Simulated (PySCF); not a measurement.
Excitations are Tamm–Dancoff values on a coarser integration grid. The basis has no diffuse functions, so Rydberg states are missing or too high.

Cartesian coordinates (Å):
SMILES: [CH2]([Sn]([CH2]C)([CH2]C)[CH2]C)C
```xyz
29

C     -2.2995    -1.6225    -1.3116
C     -1.2468    -1.7719    -0.2112
Sn     0.0092     0.0057     0.0066
C      1.4581    -0.2541     1.6249
C      2.3857     0.9513     1.7912
C      1.0948     0.3316    -1.8643
C      1.9665    -0.8620    -2.2604
C     -1.2746     1.7140     0.4742
C     -2.0775     1.5176     1.7619
H     -2.9266    -2.5261    -1.4124
H     -2.9804    -0.7777    -1.1132
H     -1.8378    -1.4387    -2.2964
H     -0.5819    -2.6277    -0.4133
H     -1.7203    -1.9680     0.7648
H      2.0342    -1.1699     1.4134
H      0.8920    -0.4484     2.5508
H      3.1108     0.8076     2.6117
H      1.8222     1.8725     2.0164
H      2.9690     1.1470     0.8757
H      1.7034     1.2427    -1.7424
H      0.3514     0.5552    -2.6471
H      2.5100    -0.6844    -3.2053
H      1.3666    -1.7770    -2.4003
H      2.7234    -1.0885    -1.4905
H     -0.6318     2.6071     0.5413
H     -1.9428     1.8743    -0.3878
H     -2.7217     2.3861     1.9865
H     -2.7357     0.6346     1.7019
H     -1.4198     1.3696     2.6349
```
Charge 0, spin multiplicity 1.

**Question.** Predict the T1 excitation (TDA), S1–T1 gap (TDA), HOMO, total energy and HOMO–LUMO gap from PySCF with PBE-D3(BJ)/def2-TZVP // B3LYP-D3(BJ)/def2-SVP.

**Answer.** 
```json
{
  "T1 excitation (TDA)": "5.42 eV",
  "S1–T1 gap (TDA)": "0.27 eV",
  "HOMO": "-5.86 eV",
  "total_energy": "-14445.29 eV",
  "HOMO–LUMO gap": "5.57 eV"
}
```
